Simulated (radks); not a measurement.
Spin polarisation of the 4f10 shell in Dy. Start: [Xe] 4f(up 5, down 5) 6s2; electrons of 4f are moved from spin down to spin up, other shells keep equal spins. Method: non-relativistic Kohn-Sham, BLYP, spin-polarised, spherical densities, point nucleus; computed with a radial shooting solver on a logarithmic mesh with Libxc functionals.

moment (Bohr magnetons),E - E(0) (eV),e(4f up) (eV),e(4f down) (eV),6s down minus up (eV),5p down minus up (eV)
0,0.000,-6.726,-6.726,0.000,0.000
1,-0.190,-7.093,-6.333,0.022,0.264
2,-0.759,-7.431,-5.913,0.043,0.527
3,-1.707,-7.740,-5.467,0.065,0.791
4,-3.031,-8.019,-4.995,0.087,1.056

At moment 4 the spin-polarisation energy is -3.031 eV and the 4f exchange splitting 3.023 eV, that is 0.756 eV per Bohr magneton; E = -I m^2/4 would give I = 0.758 eV.
